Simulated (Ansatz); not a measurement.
`CCN[SiH3]`. Charge 0, multiplicity 1. The geometry is a stationary point of PBE0-D4/def2-TZVP. It is one conformer, not always the lowest.

```xyz
13

C    -0.048    1.153    1.590
C    -0.210   -0.122    0.786
N     0.487   -0.055   -0.483
Si   -0.016   -0.899   -1.888
H    -0.426    2.011    1.031
H    -0.585    1.088    2.540
H     1.006    1.337    1.818
H    -1.273   -0.288    0.577
H     0.119   -0.981    1.391
H     1.466    0.169   -0.389
H     0.862   -0.466   -3.006
H    -1.437   -0.556   -2.166
H     0.055   -2.391   -1.800
```

Q: What is the dipole moment at r2SCAN/def2-TZVPP? (Estimate.)

A: Computed: 1.32 D, with components (0.55, 0.30, 1.16) D in this frame, pointing from negative to positive charge.

Q: And with PBE, B3LYP, ωB97M-V? (An estimate is asked.)

A: Computed: PBE 1.30 D, B3LYP 1.27 D, ωB97M-V 1.29 D.

Q: Give the Mulliken charges with r2SCAN, B3LYP, ωB97M-V in def2-TZVPP. (Estimate.)

A: The calculation gave: 
| atom | r2SCAN | B3LYP | ωB97M-V |
| --- | --- | --- | --- |
| C1 | -0.13 | -0.24 | -0.30 |
| C2 | 0.09 | -0.01 | -0.08 |
| N3 | -0.35 | -0.30 | -0.30 |
| Si4 | 0.37 | 0.34 | 0.24 |
| H5 | 0.05 | 0.08 | 0.11 |
| H6 | 0.03 | 0.07 | 0.09 |
| H7 | 0.03 | 0.07 | 0.09 |
| H8 | 0.03 | 0.07 | 0.09 |
| H9 | 0.03 | 0.07 | 0.10 |
| H10 | 0.12 | 0.11 | 0.09 |
| H11 | -0.08 | -0.07 | -0.03 |
| H12 | -0.09 | -0.08 | -0.04 |
| H13 | -0.10 | -0.10 | -0.06 |

B3LYP here is the variant with VWN-RPA as its local correlation; programs differ in this.
